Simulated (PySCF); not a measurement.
Compound: C₇H₁₂OP (charge +1).
Bonds: C1–C2 (double), C2–P3, P3–C4, C4–C5, C5–C6, C6–O7 (double), C6–C8, C8–C9, P3–C9. Hydrogens: H10, H11 on C1; H12 on C2; H13 on P3; H14, H15 on C4; H16, H17 on C5; H18, H19 on C8; H20, H21 on C9.

NICS = −σ at a ghost point: NICS(0) at the centroid of the ring atoms, NICS(1) 1 Å to either side along the normal of their mean plane, zz for the tensor component along that normal. Level: GIAO PBE0/pcSseg-1 (PySCF, non-relativistic, gas phase) on the GFN2-xTB geometry, one conformer.

Ring bond lengths (Å), with Mayer bond orders in brackets: P3–C4 1.815 (0.99), C4–C5 1.535 (1.01), C5–C6 1.524 (0.95), C6–C8 1.524 (0.95), C8–C9 1.535 (1.01), C9–P3 1.815 (0.99).

Problem. What do the NICS probes read (ppm)?

Solution. 
```
             ring                                             type  NICS(0)  NICS(1), two faces  NICS(1)zz, two faces  rms pucker (Å)  centre to ring atoms, mean (Å)
P3–C4–C5–C6–C8–C9  6-membered ring with P; formal bonds all single     -0.6         -0.4 / -2.2             6.4 / 2.2            0.25                            1.56
```

Problem. What do they say, and how far can they be read as aromaticity?

Solution. 
- P3–C4–C5–C6–C8–C9: mean NICS(1)zz 4.3 ppm, deshielded. P3, C4, C5, C8, C9 have four or more neighbours, so the value isn't read as a sign of a π ring current. The two faces differ by 4.2 ppm, so no symmetry operation interchanges them.

Problem. What is the mean of the two in-plane components of NICS at the first NICS(1) probe listed for ring P3–C4–C5–C6–C8–C9, 1 Å off the ring?

Solution. The isotropic value is a third of the trace: (3 × -0.4 − (6.4))/2 = -3.8 ppm.

Problem. Give the inner angles of the rings and the Hirshfeld charges of the ring atoms.

Solution. 
- P3–C4–C5–C6–C8–C9: P3 105.7° (+0.466 e), C4 109.8° (-0.075 e), C5 111.1° (-0.064 e), C6 114.2° (+0.175 e), C8 111.1° (-0.064 e), C9 109.8° (-0.076 e); sum 661.6° against 720° for a flat convex ring.

Problem. What are the shieldings of the ring atoms and their hydrogens in the same run (means over atoms taken as equivalent)?

Solution. 
| atoms | environment | σ isotropic (ppm) |
| --- | --- | --- |
| P3 | phosphonium phosphorus | 330.2 |
| C4 (×2) | sp3 carbon bound to phosphorus | 160.7 |
| C5 (×2) | sp3 carbon next to a carbonyl | 147.8 |
| C6 | ketone carbonyl carbon | -14.3 |
| H13 | P–H hydrogen | 25.79 |
| H14 (×2) | methylene hydrogen | 28.78 |
| H15 (×2) | methylene hydrogen | 28.68 |
| H16 (×2) | methylene hydrogen | 28.57 |
| H17 (×2) | methylene hydrogen | 28.90 |
